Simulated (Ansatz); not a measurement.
C₃H₃ (SMILES [C-]#CC), charge -1, singlet, geometry from GFN2-xTB (a gas-phase anion, which may not be bound at this level). Base run: CCSD/STO-3G (Ansatz, a first-principles code).

Input for Ansatz:
Ansatz 0.2 input:
```yaml
crystal:
  periodic: [false, false, false]
  atoms:
    - {symbol: C, position_ang: [0.00179213, -0.00082963, 0.34805219]}
    - {symbol: C, position_ang: [0.00811735, -0.00375776, 1.57647903]}
    - {symbol: C, position_ang: [-0.00588691, 0.00272522, -1.14330257]}
    - {symbol: H, position_ang: [0.03963094, 1.02847941, -1.56026013]}
    - {symbol: H, position_ang: [0.85557099, -0.54993143, -1.56822380]}
    - {symbol: H, position_ang: [-0.91933737, -0.46737496, -1.55888795]}
basis:
  gaussian:
    orbitals: STO-3G
total_charge: -1
magnetization: {spin_polarized: false}
correlation: {method: ccsd}
```

The base run was repeated with changes; each row names its change, and settings that it needs were set with it.

```
change                                                             ΔE vs base (kcal/mol)  MP2 correlation (Eh)  CC correlation without the perturbative part (Eh)  basis functions
-----------------------------------------------------------------  ---------------------  --------------------  -------------------------------------------------  ---------------
base                                                                               0.000              -0.18814                                           -0.21437               18
diis_vectors = 4                                                                   0.000              -0.18814                                           -0.21437               18
method = rpa                                                                        7.51                     -                                                  -               18
lower_state_search = off                                                           0.000              -0.18814                                           -0.21437               18
accuracy = high                                                                   -0.002              -0.18814                                           -0.21437               18
method = bccd                                                                      0.255              -0.18814                                           -0.21397               18
method = bccd_t                                                                    -2.04              -0.18814                                           -0.21397               18
diis_vectors = 2                                                                   0.000              -0.18814                                           -0.21437               18
electrons = all                                                                   -0.610              -0.18931                                           -0.21535               18
fitting = cc-pVTZ-JKFIT (mean field), cc-pVTZ-RIFIT (correlation)                  0.015              -0.18814                                           -0.21436               18
```

A gas-phase anion may not be bound at this level; its values then depend on the basis.
